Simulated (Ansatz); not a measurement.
Isolated molecules relaxed with PBE0-D4/def2-TZVP in Ansatz; ΔE leaves out vibrations. CCSD(T)/CBS is the MP2 limit (def2-TZVPP, def2-QZVPP) plus CCSD(T) − MP2 in def2-TZVPP, frozen cores. This one scheme is used for every species. Functionals use def2-TZVPP. B3LYP here is the variant with VWN-RPA as its local correlation; programs differ in this. Each species was taken in one conformer, which may not be the lowest.

`SS[SiH2]Cl` + `C=CN[SiH3]` → `C=CN([SiH3])[SiH2]Cl` + `SS`  (ligand exchange at the Si–S bond)

`SS[SiH2]Cl`:

Z-matrix (Å, degrees):
```
Si
S 1 2.128
Cl 1 2.052 2 111.5
H 1 1.477 2 110.4 3 -119.3
H 1 1.481 2 106.4 3 117.8
S 2 2.065 1 97.5 3 67.6
H 6 1.346 2 97.6 1 -86.0
```

`C=CN[SiH3]`:

Z-matrix (Å, degrees):
```
Si
N 1 1.728
H 1 1.490 2 113.8
H 1 1.484 2 106.8 3 -119.9
H 1 1.485 2 108.6 3 120.0
C 2 1.382 1 125.6 3 -76.4
H 2 1.009 1 119.2 3 93.7
C 6 1.332 2 126.7 1 170.7
H 6 1.088 2 113.8 1 -10.2
H 8 1.085 6 122.0 2 -1.1
H 8 1.080 6 120.2 2 178.5
```

`C=CN([SiH3])[SiH2]Cl`:

Cartesian coordinates in Å:
```
C 0.500 -1.131 1.851
C 0.069 -1.135 0.590
N -0.085 -0.020 -0.242
Si -0.665 -0.236 -1.881
Si 0.321 1.523 0.433
Cl -0.021 2.915 -1.038
H 0.576 -2.064 2.392
H 0.787 -0.232 2.386
H -0.199 -2.080 0.125
H -0.884 -1.697 -2.028
H 0.334 0.220 -2.878
H -1.941 0.484 -2.109
H -0.541 1.857 1.589
H 1.750 1.595 0.810
```

`SS`:

Cartesian coordinates in Å:
```
S -0.043 -0.887 0.690
S -0.566 0.223 -0.946
H 1.295 -0.758 0.603
H -0.686 1.423 -0.347
```

| level | ΔE (kJ/mol) |
| --- | --- |
| PBE-D4 | 20.0 |
| r2SCAN-D4 | 15.0 |
| PBE | 25.1 |
| B3LYP | 19.1 |
| HF/def2-TZVPP | 11.9 |
| MP2/def2-QZVPP | 6.7 |
| MP2/CBS(def2) | 8.7 |
| CCSD/CBS(def2) | 7.0 |

Question: What does CCSD(T)/CBS give? (Estimate.)

Answer: The calculation gave: +6.9 kJ/mol. The listed levels differ from it by 13.1, 8.1, 18.2, 12.2, 5.0, -0.2, 1.8, 0.1 kJ/mol.

Largest T1 diagnostic among the species: 0.012.

The D4 term adds −7.9 kJ/mol with B3LYP and −4.5 kJ/mol with PBE0; it sums over pairs of atoms, weighted by their polarisabilities, and B3LYP, whose exchange is more repulsive, gets the larger term. In def2-TZVPP, CCSD(T) changes the Hartree–Fock value by −8.7 kJ/mol (the triples alone add −0.1 kJ/mol) and MP2 by −6.9 kJ/mol.
